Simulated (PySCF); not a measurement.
BrCs, charge -1, multiplicity 2. Atoms are numbered in the order given.

```xyz
2

Cs     0.0000     0.0000    -1.2800
Br     0.0000     0.0000     2.0114
```
Charge -1, spin multiplicity 2.

The structure is a stationary point at PBE-D3(BJ)/def2-TZVPD. The spin state was assumed, not searched. The def2 effective core potentials stand for the cores of Cs; spin–orbit coupling is left out.

Calculation: PySCF 2.14.0 with PBE-D3(BJ)/def2-TZVPD.

Frequencies are harmonic and unscaled.

Problem. Estimate the vibrational spectrum. (The exact figures need the calculation; the answer reports its results.)

Solution. 
```json
[
 {"mode": "1", "ν (cm⁻¹)": "106", "IR (km/mol)": "24.4", "moving atoms (share of kinetic energy)": "Br 62 %, Cs 38 %"}
]
```
